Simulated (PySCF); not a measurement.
Compound: W(CH)Cl3, CHCl3W (singlet state).
Geometry (PBE0-D3(BJ)/def2-SVP, Å), atoms numbered from 1 in this order:
```xyz
6
CHCl3W angstrom
W     -0.041   -0.001   -0.489
C      0.110    0.004    1.237
H      0.207    0.007    2.326
Cl     2.109   -0.005   -1.214
Cl    -1.192    1.902   -0.936
Cl    -1.192   -1.907   -0.923
```

The closed-shell ground state was solved at several levels (PySCF, density fitting, gas phase). Atoms past krypton carry effective core potentials; spin–orbit coupling is left out.

```
                         level  basis functions  total energy (Eh)  HOMO (eV)  LUMO (eV)  gap (eV)  dipole (D)
 KT2/pcSseg-1 (def2-TZVP on W)              134         -1497.7335      -6.69      -3.98      2.71        0.53
PBE0/pcSseg-1 (def2-TZVP on W)              134         -1485.9608      -7.89      -3.07      4.82        0.70
```

**Question.** Estimate the row for wB97X-D/def2-SVPD, a basis of 144 functions; the other rows only guide the guess.

**Answer.** Total energy -1486.0739 Eh, HOMO -9.75 eV, LUMO -1.42 eV, gap 8.33 eV, dipole 0.93 D.

**Question.** Over all these levels, which gives the widest orbital gap and which the narrowest?

**Answer.** wB97X-D/def2-SVPD (range-separated hybrid) has the widest, 8.33 eV, and KT2/pcSseg-1 (def2-TZVP on W) (GGA) the narrowest, 2.71 eV. Functional and basis both differ between the two, so the spread mixes both effects.

**Question.** How far do the dipole and the HOMO energy spread over the levels?

**Answer.** The dipole runs from 0.53 to 0.93 D (mean 0.72 D) and the HOMO from -9.75 to -6.69 eV.

Note: wB97X-D ran without an empirical dispersion term, which enters the total energy and its gradient alone.
